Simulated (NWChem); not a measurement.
Molecule: SnH$_{4}$SO$_{3}$; SMILES [OH][Sn]([OH])([OH])[SH]

```xyz
9

O      0.0830    -1.2733     1.6540
Sn    -0.0035    -0.2205    -0.0069
O      1.4362    -1.0327    -1.0868
O     -1.8081    -0.4694    -0.7604
S      0.2011     2.1577     0.1676
H      0.9155    -1.7607     1.7028
H      1.6456    -0.5074    -1.8687
H     -2.1826    -1.3174    -0.4897
H     -1.1115     2.2891    -0.1342
```
Atoms are numbered in this order, from 1.

Program: NWChem. The geometry was optimised at PBE0/def2-SVP. No frequency run checked for a minimum. def2 effective core potentials on Sn; no spin-orbit coupling.

For level BHandHLYP/def2-SVP:

```yaml
highest occupied level (eV): -8.97
orbital gap (eV): 8.37
```

### Question
Estimate the same quantities for level PBE/def2-SVP.

### Answer
| Property | Result |
|---|---|
| highest occupied level (eV) | -6.41 |
| orbital gap (eV) | 3.94 |
